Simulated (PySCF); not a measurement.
# Polarisability and C₆ of Xe²⁺ (xenon, charge +2)

[Kr] 4d10 5s2 5p4, high-spin 3P determinant. All numbers are calculated (PySCF 2.14, the spin-free X2C one-electron Hamiltonian (Gaussian nucleus), in aug-cc-pwCVTZ-DK3 (10s9p7d4f1g, 109 functions)). Coupled (time-dependent) response in atomic units; α is the mean over directions.

| method | mean α (bohr³) | α xx, yy, zz | C₆ (like pair) | S(−4) |
| --- | --- | --- | --- | --- |
| CAM-B3LYP | 12.73 | 12.65, 12.88, 12.65 | 91.48 | 27.15 |

S(−4) is the Cauchy moment in α(ω) = α(0) + S(−4) ω² + …

Spin-orbit coupling is absent.

α(iu) at CAM-B3LYP:

```csv
u (hartree),α(iu) (bohr³)
0,12.73
0.0500,12.66
0.100,12.46
0.200,11.73
0.300,10.72
0.500,8.467
0.750,6.148
1.00,4.570
1.50,2.820
2.00,1.958
3.00,1.154
5.00,0.5649
```

For an ion, C₆ is the dispersion term alone; charge-induced terms of lower order in 1/R come first.

The components differ because the open shell of this determinant is not spherical; for a pure term their mean is the scalar polarisability.
